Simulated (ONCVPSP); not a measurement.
## Before and after: ONCV potential for silver

Ag (Z = 47), optimised norm-conserving Vanderbilt (ONCV), made with ONCVPSP 4.0.1 (PBE, scalar-relativistic). Core [Ar] 3d10, reference 4s2 4p6 4d10 5s0.75 (charge +0.25). Waves: 4s+5s: rc 1.75 bohr, ncon 3, nbas 7, qcut 9 1/bohr, 2 projectors; 4p: rc 1.60 bohr, ncon 3, nbas 6, qcut 9.9 1/bohr, 2 projectors, debl 2.6 Ha; 4d: rc 1.60 bohr, ncon 4, nbas 8, qcut 12 1/bohr, local. Local part: the d channel. Core correction: Teter function, fcfact 3.5, rcfact 1.1.

Change: d: nproj 1; local potential polynomial inside 1.55 bohr (lpopt 5, dvloc0 0 Ha).

Cutoffs: the cutoffs (Ha) at which the residual kinetic energy of the hardest occupied pseudo-wave falls to 1 and 0.1 mHa per electron; they do not see the model core or the augmentation charge, which bear on the density cutoff. Errors are all-electron minus pseudo energies relative to the spin-unpolarised reference configuration.

Question: What does the change do?

Answer: The potential gets neither clearly harder nor softer (36 Ha and 44 Ha → 36 Ha and 44 Ha); of the 4 tests that both files solve, the error grows in 2 and shrinks in 0 by more than 15 % and 0.3 meV (median size 1.3 → 3.4 meV); neither file shows a bound ghost.

| quantity | base | changed |
| --- | --- | --- |
| cutoff, loose | 36 Ha | 36 Ha |
| cutoff, tight | 44 Ha | 44 Ha |
| bound ghosts | none | none |
| GHOST(+) flags under 300 eV | none | none |
| error for 4s2 4p6 4d10 5s1, meV [ΔE -1.30 eV] | +0.2 | +0.2 |
| error for 4s2 4p6 4d10 5s0, meV [ΔE 6.46 eV] | -1.6 | -1.6 |
| error for 4s2 4p6 4d9 5s0, meV [ΔE 28.57 eV] | -2.3 | -5.1 |
| error for 4s2 4p6 4d8 5s0, meV [ΔE 64.76 eV] | -1.0 | -15 |
| s: phases at 1.77 bohr within 0.05 rad from the reference energy up to (Ha; the scan ends near 5) | to the end of the scan | to the end of the scan |
| p: phases at 1.62 bohr within 0.05 rad from the reference energy up to (Ha; the scan ends near 5) | to the end of the scan | to the end of the scan |
| d: phases at 1.62 bohr within 0.05 rad from the reference energy up to (Ha; the scan ends near 5) | 3.4 | 2.9 |
| rms error of d²Exc/dni dnj with the model core, mHa | 0.57 | 0.57 |
